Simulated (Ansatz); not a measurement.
`CCO[SiH2]OC` + `B[SiH](O)F` → `CO[SiH2][SiH](O)F` + `BOCC`  (redistribution)

Isolated molecules relaxed with PBE0-D4/def2-TZVP in Ansatz; ΔE leaves out vibrations. CCSD(T)/CBS is the MP2 limit (def2-TZVPP, def2-QZVPP) plus CCSD(T) − MP2 in def2-TZVPP, frozen cores. DFT in def2-TZVPP. B3LYP here is the variant with VWN-RPA as its local correlation; programs differ in this. Each species was taken in one conformer, which may not be the lowest.

`CCO[SiH2]OC`:

Z-matrix (Å, degrees):
```
C
C 1 1.508
H 1 1.093 2 110.4
H 1 1.092 2 110.6 3 120.1
H 1 1.092 2 110.5 3 -120.0
O 2 1.417 1 109.5 3 179.0
H 2 1.098 1 110.3 3 -59.8
H 2 1.097 1 110.4 3 58.5
Si 6 1.636 2 123.7 1 161.0
O 9 1.637 6 113.7 2 67.0
H 9 1.483 6 110.5 2 -49.9
H 9 1.483 6 104.5 2 -172.6
C 10 1.409 9 123.4 6 66.1
H 13 1.097 10 111.7 9 45.9
H 13 1.095 10 111.2 9 -75.3
H 13 1.091 10 108.4 9 165.3
```

`B[SiH](O)F`:

Cartesian coordinates in Å:
```
B 1.214 0.555 -0.344
Si -0.380 -0.632 -0.006
O -1.752 0.250 0.161
F -0.041 -1.422 1.351
H 1.991 0.380 -1.235
H 1.408 1.497 0.370
H -0.716 -1.650 -1.025
H -1.723 1.023 0.728
```

`CO[SiH2][SiH](O)F`:

Cartesian coordinates in Å:
```
C -1.227 -1.596 1.699
O -0.967 -0.720 0.626
Si 0.534 -0.120 0.313
Si 0.289 1.278 -1.550
O 1.797 1.809 -1.906
F -0.659 2.516 -1.184
H -2.290 -1.841 1.692
H -0.983 -1.131 2.662
H -0.653 -2.525 1.604
H 1.068 0.625 1.490
H 1.493 -1.227 0.019
H -0.342 0.647 -2.741
H 1.941 2.285 -2.725
```

`BOCC`:

Cartesian coordinates in Å:
```
B -0.267 -1.685 0.981
O 0.441 -0.960 0.107
C 0.489 0.459 0.160
C -0.144 1.048 -1.076
H -0.250 -2.874 0.843
H -0.886 -1.141 1.859
H -0.016 0.809 1.068
H 1.543 0.741 0.225
H 0.347 0.673 -1.976
H -1.204 0.793 -1.130
H -0.053 2.137 -1.062
```

```tsv
level	ΔE (kcal/mol)	difference from CCSD(T)/CBS
PBE-D4	-16.4	-4.5
r2SCAN-D4	-13.4	-1.5
ωB97X-V	-12.4	-0.5
ωB97M-V	-12.2	-0.3
r2SCAN	-13.5	-1.6
PBE0	-14.9	-3.0
B3LYP	-13.8	-1.9
HF/def2-TZVPP	-8.8	3.1
MP2/def2-TZVPP	-11.6	0.3
SCS-MP2/def2-TZVPP	-11.0	0.9
CCSD/def2-TZVPP	-11.2	0.7
CCSD(T)/def2-TZVPP	-12.0	-0.1
HF/def2-QZVPP	-8.6	3.3
SCS-MP2/def2-QZVPP	-10.9	1.0
HF/CBS(def2)	-8.6	3.3
CCSD/CBS(def2)	-11.1	0.8
CCSD(T)/CBS	-11.9	0
```

Largest T1 diagnostic among the species: 0.013.

In def2-TZVPP, CCSD(T) changes the Hartree–Fock value by −3.2 kcal/mol (the triples alone add −0.8 kcal/mol) and MP2 by −2.9 kcal/mol. From PBE to PBE0 (25 % exact exchange), in def2-TZVPP and without D4, ΔE moves by +1.7 kcal/mol.
